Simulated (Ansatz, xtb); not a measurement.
Two structures of FGaH2S2

Structure I: `[F][Ga]([SH])[SH]`, a singlet. Structure II: a singlet given by its coordinates. Both are isolated molecules in the gas phase, relaxed with PBE0-D4/def2-SVP; the shapes shown needn't be the lowest conformers.

I (Å):

```xyz
6

F     0.8977   -1.7448   -2.3581
Ga    0.4502   -0.7426   -0.9948
S     1.5159    1.1497   -0.7611
S    -1.1277   -1.5210    0.3052
H     0.8220    1.4744    0.3532
H    -1.2573   -2.6388   -0.4452
```

II (Å):

```xyz
6

F    -1.3756   -1.1566   -0.3015
Ga    0.2101   -1.8026    0.0996
S     1.7937   -1.1802   -1.3646
S     1.6936    0.2774    0.1912
H     0.3792   -2.8026    1.2663
H     0.7429    1.0895   -0.3400
```

Close contacts (Å): F1–Ga2 1.76, Ga2–S3 2.24, Ga2–S4 2.56, S3–S4 2.13, Ga2–H5 1.55, S4–H6 1.36.

Q: Which of the two would you expect CCSD(T)/def2-SVP + ΔMP2/def2-TZVPP electronic energies to favour?

A: Structure I; the calculation gives E(II) − E(I) = +133.7 kJ/mol.

The same difference at several levels:

```json
{"level": "GFN2-xTB", "geometry": "GFN2-xTB", "E(II) − E(I) (kJ/mol)": "+105.2", "departure from the last row (kJ/mol)": "−28.6", "job, with rough time for the two": "optimisation, 0.2 s"}
{"level": "HF/STO-3G", "geometry": "GFN2-xTB", "E(II) − E(I) (kJ/mol)": "+95.4", "departure from the last row (kJ/mol)": "−38.3", "job, with rough time for the two": "single point, 0.83 s"}
{"level": "r2SCAN-D4/def2-SVP", "geometry": "GFN2-xTB", "E(II) − E(I) (kJ/mol)": "+142.4", "departure from the last row (kJ/mol)": "+8.7", "job, with rough time for the two": "single point, 3.2 s"}
{"level": "PBE0-D4/def2-SVP", "geometry": "PBE0-D4/def2-SVP", "E(II) − E(I) (kJ/mol)": "+141.5", "departure from the last row (kJ/mol)": "+7.7", "job, with rough time for the two": "optimisation, 23 s"}
{"level": "HF/def2-SVP", "geometry": "PBE0-D4/def2-SVP", "E(II) − E(I) (kJ/mol)": "+168.0", "departure from the last row (kJ/mol)": "+34.3", "job, with rough time for the two": "part of the CCSD(T) run"}
{"level": "MP2/def2-SVP", "geometry": "PBE0-D4/def2-SVP", "E(II) − E(I) (kJ/mol)": "+160.6", "departure from the last row (kJ/mol)": "+26.9", "job, with rough time for the two": "part of the CCSD(T) run"}
{"level": "CCSD(T)/def2-SVP", "geometry": "PBE0-D4/def2-SVP", "E(II) − E(I) (kJ/mol)": "+154.3", "departure from the last row (kJ/mol)": "+20.6", "job, with rough time for the two": "single point"}
{"level": "CCSD(T)/def2-SVP + ΔMP2/def2-TZVPP", "geometry": "PBE0-D4/def2-SVP", "E(II) − E(I) (kJ/mol)": "+133.7", "departure from the last row (kJ/mol)": "", "job, with rough time for the two": "single point, 13 s"}
```

None of the levels shown reverses the order. The largest departure from CCSD(T)/def2-SVP + ΔMP2/def2-TZVPP is that of HF/STO-3G, 38.3 kJ/mol. The last row adds to CCSD(T) the change of the MP2 difference between the two basis sets, here −20.6 kJ/mol, a large step that makes the value less sure.

With harmonic frequencies from PBE0-D4/def2-SVP (ideal gas, rigid rotor, one conformer each, 298.15 K, 1 atm): the zero-point term adds −1.3 kJ/mol; ΔH is +131.1 and ΔG +134.3 kJ/mol.

The correlated steps freeze 20 core orbitals; the filled d shell of Ga is correlated, in a basis made for valence electrons. Mirror images aren't counted in ΔG. Run with Ansatz 0.2.0, xtb 6.7.1; the last row on 2 threads of Arm Neoverse V2 on a shared host.
